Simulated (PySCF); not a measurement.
**Telling isomers of C7H8OSi apart by NMR**

Computed data (PySCF 2.14.0 with density-fitted response routines): structure optimised with GFN2-xTB, shielding tensors at PBE0/pcSseg-1 (GIAO). Non-relativistic Hamiltonian, in vacuum, one computed conformer, rapidly exchanging positions averaged.

References, each an isolated molecule treated in the same way: $^{1}$H, $^{13}$C vs TMS. Where no couplings were computed, multiplicities follow the n + 1 count of equivalent neighbours, and m marks all less simple cases (inequivalent or close neighbours, rings, F or P nearby). Shifts are as computed. Against solution values, carbons near 30 ppm lie about +3 ppm off and those near 130 ppm about +5 ppm. Of 1211 compounds with measured shifts, 218 miss one by over three times the rms of a fit or turn the order of signals round; such compounds aren't used in these exercises.

(1) Tabulate the signals of `C#CC1=CCC(=C)O[SiH2]1`, `C=C1C(=C)C(C=O)=C1[SiH3]`, `C[C@@H]1[SiH2]C=C1C#CC=O` and their relative energies.

(2) What is the quickest way to tell C#CC1=CCC(=C)O[SiH2]1 from C[C@@H]1[SiH2]C=C1C#CC=O?

(3) What is the quickest way to tell C#CC1=CCC(=C)O[SiH2]1 from C=C1C(=C)C(C=O)=C1[SiH3]?

(4) What is the quickest way to tell C=C1C(=C)C(C=O)=C1[SiH3] from C[C@@H]1[SiH2]C=C1C#CC=O?

Results:

(1) 
```tsv
SMILES	carbon types	δC	δH	E rel. (kcal/mol)
C#CC1=CCC(=C)O[SiH2]1	3×C 2×CH 2×CH2	163.2, 159.3, 125.5, 97.0, 92.1, 85.8, 38.2	7.55 (t, 1H), 5.26 (s, 2H), 4.61 (br s, 1H), 4.37 (br s, 1H), 3.06 (m, 2H), 2.98 (s, 1H)	0.0
C=C1C(=C)C(C=O)=C1[SiH3]	4×C 1×CH 2×CH2	191.1, 180.2, 165.8, 157.1, 151.6, 114.6, 100.1	10.33 (s, 1H), 5.81 (m, 1H), 5.80 (m, 1H), 5.33 (m, 1H), 5.22 (m, 1H), 4.36 (s, 3H)	20.7
C[C@@H]1[SiH2]C=C1C#CC=O	3×C 3×CH 1×CH3	181.9, 163.2, 157.2, 98.4, 94.8, 36.0, 18.9	9.88 (s, 1H), 7.19 (m, 1H), 4.92 (m, 1H), 4.57 (m, 1H), 2.54 (m, 1H), 1.43 (d, 3H)	27.8
```

Energies are electronic energies at PBE0/pcSseg-1 on these geometries, without zero-point or thermal terms, each for the one conformer computed, which needn't be the lowest.

(2) Both give the same number of carbon signals, but DEPT or the intensities differ. The first has a β carbon of an enol-ether or enamine type C=C (CH2) at 97.0 ppm, the second a methyl carbon (CH3) at 18.9 ppm. Their most deshielded carbons lie at 163.2 and 181.9 ppm. In the proton spectra the most deshielded non-exchanging signals are 7.55 (t, 1H) and 9.88 (s, 1H).

(3) Both give the same number of carbon signals, but DEPT or the intensities differ. The first has a terminal alkyne carbon (CH) at 92.1 ppm, the second an aldehyde carbonyl carbon (CH) at 191.1 ppm. Their most deshielded carbons lie at 163.2 and 191.1 ppm. In the proton spectra the most deshielded non-exchanging signals are 7.55 (t, 1H) and 10.33 (s, 1H).

(4) Both give the same number of carbon signals, but DEPT or the intensities differ. The first has a terminal =CH2 carbon at 114.6 ppm, the second an allylic sp3 CH bonded to Si at 36.0 ppm. Their most deshielded carbons lie at 191.1 and 181.9 ppm. In the proton spectra the most deshielded non-exchanging signals are 10.33 (s, 1H) and 9.88 (s, 1H).
